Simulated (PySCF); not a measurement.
All values below come from PBE0-D4/def2-TZVP // PBE0-D4/def2-SVP run with PySCF 2.14.0. Isolated molecules, 0 K electronic values unless said otherwise. One relaxed conformer stands for a flexible species; it need not be the lowest. Excitations are Tamm–Dancoff values on a coarser integration grid. The basis has no diffuse functions, so Rydberg states are missing or too high.

Reference species (SMILES): `Bc1ccc2cc(B)sc2c1` (neutral, multiplicity 1).

```yaml
brightest of the four lowest singlets (TDA): 4.20 eV
HOMO: -6.82 eV
```

Changed species: `Bc1cc2c(B)cccc2s1`.

Q: What does the change do to the brightest of the four lowest singlets (TDA) and HOMO?

A: the brightest of the four lowest singlets (TDA) rises by 0.24 eV, to 4.44 eV; the HOMO decreases by 0.03 eV, to -6.85 eV.
